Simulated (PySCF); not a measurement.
A structure optimised at PBE-D3(BJ)/def2-SVP, used in a PySCF frequency run:

```
N
C 1 1.4228
H 2 1.1134 1 111.59
H 2 1.1134 3 107.48 1 -122.64
H 2 1.1137 3 107.23 4 -115.00
Ta 1 1.7783 5 152.73 2 -180.00
F 6 1.9071 1 107.12 5 -118.87
F 6 1.9071 1 107.12 5 118.87
O 6 1.9156 1 107.04 5 0.00
H 9 0.9723 6 130.82 1 0.00
```
Charge 0, spin multiplicity 1.

**Question.** Write its SMILES, formula and point group.

**Answer.** C[N]=[Ta]([OH])([F])[F], CH4F2NOTa, Cs

**Question.** What are its rotational constants (standard atomic weights)?

**Answer.** 2.6561, 1.6394, 1.6052 GHz
